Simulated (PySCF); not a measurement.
**Working out the excitation energy of Si⁺**

Si⁺ [Ne] 3s2 3p1 (2P) → Si⁺ [Ne] 3s1 3p1 4s1 (4P). Computed with PySCF 2.14 in aug-cc-pV(D+d)Z, with no relativity, point nucleus. Frozen: [Ne]. Energies in hartree (1 hartree = 27.21139 eV):

```
             part  Si⁺ (lower)  Si⁺ (upper)
              UHF  -288.569999  -288.090833
MP2 opposite-spin    -0.033251     0.000000
    MP2 same-spin    -0.002282    -0.006340
```

Question: What does Hartree-Fock give?

Answer: (-288.090833) − (-288.569999) = 0.479166 hartree = 13.039 eV.

Question: What do MP2 and SCS-MP2 (6/5 opposite-spin, 1/3 same-spin) give?

Answer: The opposite-spin parts differ by 0.905 eV and the same-spin parts by -0.110 eV. MP2: 13.039 + (0.905) + (-0.110) = 13.834 eV. SCS-MP2: 13.039 + 1.2 × (0.905) + (-0.110)/3 = 14.088 eV.

Measured between the centres of the two terms (NIST): 14.490 eV, so MP2 (valence) is off by -0.656 eV.

What remains against the reference includes basis incompleteness, the frozen core and correlation beyond second order.
